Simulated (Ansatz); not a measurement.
## Ansatz (development build ahead of 0.2.0) run

```yaml
crystal:
  periodic: [false, false, false]
  atoms:
    - { symbol: Pt, position_ang: [0.0, 0.0, 0.0] }
    - { symbol: O, position_ang: [0.0, 0.0, 1.73] }
basis:
  gaussian: { orbitals: def2-SVP }
magnetization:
  initial_magnetization: 2
hamiltonian:
  xc: pbe0
output:
  forces: true
```

The input is written out in the form of the current development build from the run's settings. The basis set brings a core potential for Pt, so the total leaves out those core electrons.

Output:

```yaml
Converged: yes
Total_energy: -194.31189 hartree
Spin_squared_of_the_determinant: 2.000
Stability_test: minimum among restricted orbitals
```

Forces (eV/Å):
```json
{"atom": "Pt1", "Fx": "0.000", "Fy": "0.000", "Fz": "0.210"}
{"atom": "O2", "Fx": "0.000", "Fy": "0.000", "Fz": "-0.210"}
```

Caution: no unrestricted run beside it, a lower state can exist; other spin multiplicities were not run.
